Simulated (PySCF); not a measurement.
An unknown is described by computed data only.

Formula: C8H6S.

| Property | Result |
| --- | --- |
| 13C NMR | chemical shifts (computed TMS as zero) by class: 146.6 (1 C), 142.9 (1 C), 134.7 (1 C), 129.4 (1 C), 129.2 (1 C), 129.0 (1 C), 128.8 (1 C), 127.6 (1 C) ppm [GIAO PBE0/pcSseg-1] |
| Rotational structure | rotational constants A, B, C: 3.155, 1.308, 0.925 GHz [PBE0-D3(BJ)/def2-SVP] |
| Polarisability | 109.5 au [PBE0/def2-SVPD] |
| 1H NMR | chemical shifts (computed TMS as zero) by class: 7.97 (1 H), 7.94 (1 H), 7.49 (1 H), 7.45 (1 H), 7.41 (1 H), 7.26 (1 H) ppm [GIAO PBE0/pcSseg-1] |
| NMR, other nuclei | isotropic shieldings of nuclei other than C and H, by class: 321 (1 S) ppm [GIAO PBE0/pcSseg-1] |
| UV, first state | lowest singlet excitation: 4.70 eV (264 nm, f = 0.060) [TDDFT PBE0/def2-SVPD] |
| Dipole | 0.66 D [PBE0/def2-SVPD] |
| Triplet | lowest triplet excitation (Tamm–Dancoff): 3.37 eV [TDA PBE0/def2-SVPD] |
| Valence photoelectron | vertical ionisation energy: 8.11 eV [ΔSCF PBE0/def2-SVPD] |

The electronic properties come from PySCF, for the isolated species, density fitting. Levels stand in brackets. Isolated species at its PBE0-D3(BJ)/def2-SVP geometry, gas phase. NMR values are class means; diastereotopic atoms form classes of their own.

Question: What is the compound? Reason from the data.

Answer: Numbering: `[cH:1]1[cH:2][cH:3][c:4]2[s:5][cH:6][cH:7][c:8]2[cH:9]1`. Its formula, C8H6S, gives 6 degrees of unsaturation: 2 rings and 4 π bonds in the structure found (Kekulé form). 8 carbons fall into 8 classes; from least to most shielded: ring-fusion aromatic carbon [C4] (146.6 ppm), ring-fusion aromatic carbon [C8] (142.9 ppm), aromatic CH next to a ring sulfur [C6] (134.7 ppm), aromatic CH carbon [C1] (129.4 ppm), aromatic CH carbon [C2] (129.2 ppm), aromatic CH carbon [C9] (129.0 ppm), aromatic CH carbon [C7] (128.8 ppm), aromatic CH carbon [C3] (127.6 ppm). Hydrogen classes from least to most shielded: 1 H on an aromatic CH carbon, C9 (7.97 ppm), 1 H on an aromatic CH carbon, C3 (7.94 ppm), 1 H on an aromatic CH carbon, C1 (7.49 ppm), 1 H on an aromatic CH carbon, C2 (7.45 ppm), 1 H on an aromatic CH carbon, C7 (7.41 ppm), 1 H on an aromatic CH next to a ring sulfur, C6 (7.26 ppm). The other shieldings belong to: 321 ppm, thiophene-type sulfur [S5]. The first electron is taken from the HOMO, whose largest Löwdin shares are 0.23 on the thiophene-type sulfur, 0.16 on an aromatic CH carbon, 0.12 on an aromatic CH carbon and 0.12 on the aromatic CH next to a ring sulfur. The optimised geometry has point group Cs and is an asymmetric top. Structure: benzo[b]thiophene, `c1ccc2sccc2c1`. Computed isomers that give other values at the same levels: `c1ccc2cscc2c1` (rotational constant A: 3.689 GHz; this holds for the one conformer computed). The assignments are read from this structure; whether some other isomer fits the data as well wasn't checked.
